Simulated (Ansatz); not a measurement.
`C=C[SiH2]Br` + H₂ → `C=C[SiH3]` + HBr at 400 K and 1 bar (hydrogenolysis of the Si–Br bond).

Isolated molecules relaxed with PBE0-D4/def2-TZVP in Ansatz; ΔE leaves out vibrations. CCSD(T)/CBS is the MP2 limit (def2-TZVPP, def2-QZVPP) plus CCSD(T) − MP2 in def2-TZVPP, frozen cores. This one scheme is used for every species. For Br outer-core shells are correlated without core-valence functions, which leaves a few kJ/mol of doubt a bond. Scalar relativity is left out up to krypton. One conformer a species, not always the lowest.

```tsv
species	CCSD(T)/CBS energy (Eh)	H − E (kJ/mol)	S (J/(mol·K))
`C=C[SiH2]Br`	-2941.53535	187.4	360.4
H₂	-1.17544	38.0	139.0
`C=C[SiH3]`	-368.76077	199.4	311.5
HBr	-2573.91920	27.6	207.2
```

H − E and S are ideal-gas, rigid-rotor, harmonic terms from PBE0-D4/def2-TZVP, for one conformer and one mirror image of each species. The MP2-based limit puts H₂ 0.8 mEh under its directly extrapolated value; such offsets cancel only in part. 1 Eh = 2625.50 kJ/mol, R = 8.31446 J/(mol·K).

Task: By hand: ΔE, ΔH, ΔS and ΔG.

Result: ΔE = (-368.76077) + (-2573.91920) − (-2941.53535) − (-1.17544) = 0.03082 Eh = 80.9 kJ/mol. Δ(H − E) = 199.4 + 27.6 − 187.4 − 38.0 = 1.6, so ΔH = 82.5 kJ/mol. ΔS = 311.5 + 207.2 − 360.4 − 139.0 = 19.3 J/(mol·K). ΔG = 82.5 − 400 × (19.3)/1000 = 74.8 kJ/mol.

Task: By hand: the equilibrium constant, and the temperature at which ΔG would vanish if ΔH and ΔS stayed fixed.

Result: log₁₀ K = −ΔG/(RT ln 10) = -9.8. ΔG = 0 at ΔH/ΔS = 4275 K, far beyond where these terms or the molecules hold.

ΔH outweighs TΔS. A doubt of 5 kJ/mol in ΔE shifts log₁₀ K by 0.7 here. Other conformers and mirror images would add mixing entropy, several J/(mol·K) or more a flexible species. These are equilibria of isolated gas molecules and say nothing of rates. Largest T1 diagnostic: 0.011 (customary marks: 0.02 for closed shells, 0.045 for open ones).
